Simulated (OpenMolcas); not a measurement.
**Ru3+: effect of the metal basis**

Ru3+ with 6 ligands (fluoride) in octahedral coordination (Oh) at 1.99 Å. A charge of +0.5 e stands 2.6 Å behind each ligand.

```yaml
Program: OpenMolcas
Method: "SS-CASPT2, IPEA 0.25 Eh, imaginary shift 0.1 Eh (closed shells correlated: 4s 4p and the ligand valence shells)"
Spin-orbit_coupling: state interaction with AMFI integrals over the reference wave functions
```

Fixed: ligand basis ANO-RCC-VDZP, active space 5 electrons in 5 orbitals (4d), DKH2 Hamiltonian.

States (labels of O, the rotations of Oh). Energies in cm-1 above the lowest state or level, χT in cm3 K/mol; under a threefold ground state the first gap can be a small split of the lowest multiplet, not the spin-orbit step; 10Dq and B are least-squares fits to the states below 45000 cm-1, weighted by degeneracy, with a free offset, and given where the rms deviation is under 5 % of |10Dq| (or 100 cm-1) and under 700 cm-1.

```tsv
Run	Metal basis	Ground state	First state of that spin	10Dq	B (rms of fit)	First gap with spin-orbit (degeneracies)	χT at 300 K	First state of another spin	Cost
A	ANO-RCC-VDZP	2T2	2A2 18300	22033	609 (341)	2030 (2, 4)	0.644	4T1 10090	roughly 4 core-minutes
B	ANO-RCC-VTZP	2T2	2A2 18030	21845	561 (451)	2000 (2, 4)	0.651	4T1 10430	roughly 6 core-minutes
```

Against A, |10Dq| changes by -0.9 % in B.

Costs are those of the CASPT2 steps.

Roots that are degenerate in the reference are averaged as groups; the widest CASPT2 spread within a group is 350 cm-1 (the 3-fold group of multiplicity 2 near 43800 cm-1 above the lowest state of its run, B). Shifts and gaps below about the spread of the groups concerned are not significant. Over all roots computed the reference weight is 0.70 to 0.71 in A, 0.69 to 0.70 in B; a low but even weight reflects the number of correlated electrons. An orbital triplet at a regular site is open to Jahn-Teller coupling, which can distort the site and quench the lowest spin-orbit gaps and is left out. This shell can be high or low spin here, a state of another spin lies low, and with metal d orbitals alone active their balance is uncertain, so the ground spin may be wrong, although the usual error favours high spin. The least metal-like active orbital is 82 % on the metal (Löwdin) and no ligand orbital is active, so the numbers are rough. Ligand-to-metal charge-transfer states are missing. With no ligand orbital active B as a rule stays too high, so bands that hang on it stand too high and its fall with covalency is understated. With one d shell and no ligand orbital active, 10Dq can be off by a tenth or more. No measured value stands beside these numbers; the geometry was imposed, not optimised, and the real ion may take another.
